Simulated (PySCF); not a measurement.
**Relaxation of triplet MoO(OH)2**

These are results of UPBE0/[Mo def2-TZVP with ECP28, O def2-TZVP, H def2-TZVP], scalar-relativistic core potentials, density fitting, no spin–orbit coupling, PySCF, not measurements. A (50,194) grid was used.

A hand-made trigonal pyramidal (heavy-atom frame) start, with no symmetry imposed:

```xyz
6
charge 0 multiplicity 3, angstrom
Mo    0.0378   -0.0050   -0.3113
O     1.6094   -0.0050    0.5244
O    -0.8496    1.5320    0.6323
O    -0.8496   -1.5420    0.6323
H    -0.4851    2.3715    0.9220
H    -1.7589   -1.6461    0.9220
```

Optimiser trace:
```csv
step,E − E(last) (kJ/mol),largest gradient (Eh/bohr)
0,196.59,0.13427
2,46.74,0.03993
4,19.65,0.03841
6,12.94,0.02492
8,9.58,0.00377
10,8.66,0.00289
12,7.47,0.00551
14,6.18,0.00516
16,4.69,0.00451
18,3.63,0.00674
20,2.17,0.00439
22,1.35,0.00549
24,0.90,0.00464
26,0.62,0.00204
28,0.25,0.00164
30,0.14,0.00148
32,0.10,0.00070
34,0.06,0.00057
36,0.03,0.00060
38,0.01,0.00039
40,0.00,0.00143
41,0.00,0.00017
```

It ends at C1 with Mo–O 1.667 Å, Mo–O 1.898 Å, Mo–O 1.901 Å, O–H 0.959 Å (×2); H–O–Mo 125.6°, H–O–Mo 130.1°, O–Mo–O 113.2°, O–Mo–O 120.5°, O–Mo–O 126.0° (after a last refinement on a finer grid). A frequency run shows a minimum. Other isomers or separated fragments may lie lower.

Other spin states or occupations of the open shell can lie lower.

The relaxation took 2.2 min on 4 threads of a shared Intel Xeon 6975P-C (Granite Rapids) host, with 145 basis functions and 44 gradients; the process peaked at 1.1 GiB.
